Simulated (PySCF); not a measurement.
Spinor energies of Ar+ (argon, charge +1)

Start: [Ne] 3s1 3p6; 3s1/2 filled at m_j = +1/2. Calculated with PySCF 2.14 in x2c-TZVPall-2c with one added diffuse shell each of s, p type (6s7p2d1f, 44 functions): generalised Hartree-Fock with the X2C-1e Hamiltonian and a Gaussian nucleus; one run each with spin-orbit coupling (SO) switched off, then screened by Boettger's factors. This is a chosen level, not necessarily the ground level.

| spinor shell | electrons | ε, spin-free (eV) | ε, screened SO (eV) | weight of nominal j (screened SO) | rms radius, screened SO (bohr) |
| --- | --- | --- | --- | --- | --- |
| 1s1/2 | 2 | -3256.5 | -3256.5 | 1.000 | 0.0991 |
| 2s1/2 | 2 | -353.05 | -353.05 | 1.000 | 0.447 |
| 2p1/2 | 2 | -276.38 | -278.00 | 0.976 | 0.415 |
| 2p3/2 | 4 | -276.38 | -275.57 | 0.988 | 0.417 |
| 3s1/2 | 1 | -50.065 | -50.065 | 1.000 | 1.46 |
| 3p1/2 | 2 | -28.120 | -28.197 | 0.666 | 1.70 |

Where does 3p3/2 lie, and what is the 3p spin-orbit splitting (screened SO)?

At -28.082 eV, 0.115 eV above 3p1/2.

```
   quantity   spin-free  screened SO
E (hartree)  -527.38974   -527.39130
        M_J         1/2          1/2
       ⟨J²⟩       0.760        0.760
       ⟨L²⟩       0.000        0.000
       ⟨S²⟩       0.760        0.761
```

Each row is a mean over spinors that exchange with the open shell spreads, by up to 4.236 eV (3p3/2).

Rows whose weight is well below 1 are mixtures of j = l ± 1/2: exchange outweighs spin-orbit coupling there, and the label is only the starting occupation.

Without spin-orbit coupling the j labels of p, d and f shells carry no meaning; the spin-free column gives the mean over the occupied spinors of each nl shell.
